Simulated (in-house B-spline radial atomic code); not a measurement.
## In V (In4+): [Kr] 4d9

All numbers are computed (Dirac-Hartree-Fock, average of configuration; Fermi nucleus of rms radius 4.6156 fm) with an all-electron radial atomic-structure program (B-spline basis), not measured.

Z_r = [3n² - l(l+1)]/(2<r>); Z_e = n√(-2ε); the last column is Slater's effective charge. Values are occupation-weighted means over j. An effective charge above Z reflects the relativistic contraction of the inner shells.

| shell | electrons | ε (eV) | <r> (bohr) | Z_r | Z_e | Slater |
| --- | --- | --- | --- | --- | --- | --- |
| 1s | 2 | -28153 | 0.02971 | 50.50 | 45.49 | 48.70 |
| 2s | 2 | -4346.9 | 0.1279 | 46.90 | 35.75 | 44.85 |
| 2p | 6 | -3903.6 | 0.112 | 44.63 | 33.88 | 44.85 |
| 3s | 2 | -903.57 | 0.3464 | 38.97 | 24.45 | 37.75 |
| 3p | 6 | -754.19 | 0.3452 | 36.21 | 22.34 | 37.75 |
| 3d | 10 | -520.88 | 0.3235 | 32.46 | 18.56 | 27.85 |
| 4s | 2 | -191.97 | 0.8487 | 28.28 | 15.02 | 21.25 |
| 4p | 6 | -144.68 | 0.9156 | 25.12 | 13.04 | 21.25 |
| 4d | 9 | -74.306 | 1.105 | 19.00 | 9.35 | 10.20 |

The least bound orbital is 4d5/2 at -73.91 eV, and it is also the most diffuse (<r> = 1.11 bohr).

Spin-orbit splittings of the orbital energies (j = l + 1/2 above j = l - 1/2 when positive): 2p 211.9 eV, 3p 39.44 eV, 3d 7.965 eV, 4p 7.064 eV, 4d 1.003 eV.

For the 1s electron the small component carries 3.23 % of the norm, the zero-frequency Breit interaction raises the level by 63.46 eV, self-energy by 35.79 eV, and vacuum polarisation lowers it by 4.637 eV.

The density falls to 0.001 bohr⁻³ at 2.785 bohr; Σ<r²> = 22.678 bohr² gives, by the non-relativistic formula and without the paramagnetism of open shells, a Langevin diamagnetic susceptibility of -17.96×10⁻⁶ cm³/mol.
